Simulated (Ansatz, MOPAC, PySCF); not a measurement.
System: formyl cation, CHO (charge +1, singlet). SMILES: C#[O+]
Coordinates optimised at B3LYP-D3(BJ)/def2-TZVP (Ansatz, a program for electronic structure):
```
C
O 1 1.1014
H 1 1.0964 2 180.00
```
Charge +1, spin multiplicity 1.

Unscaled harmonic wavenumbers (cm⁻¹) in rising order, each level at the stationary point that it reaches from this structure (no distance between atoms moves by over 0.3 Å); the order of modes can differ between levels, and a negative number is imaginary. B3LYP-D3(BJ)/def2-TZVP (PySCF, at the structure above): 869, 869, 2267, 3209.

AM1 (MOPAC): 931, 931, 2263, 3103. Zero-point energy 10.3 against 10.3 kcal/mol; where all levels lie over 400 cm⁻¹, the wavenumbers are on average 1.027 times those of B3LYP-D3(BJ)/def2-TZVP.

PM3 (MOPAC): 898, 898, 2256, 3019. Zero-point energy 10.1 against 10.3 kcal/mol; where all levels lie over 400 cm⁻¹, the wavenumbers are on average 1.001 times those of B3LYP-D3(BJ)/def2-TZVP.

HF/3-21G (Ansatz): 1085, 1085, 2393, 3413. Zero-point energy 11.4 against 10.3 kcal/mol; where all levels lie over 400 cm⁻¹, the wavenumbers are on average 1.154 times those of B3LYP-D3(BJ)/def2-TZVP.
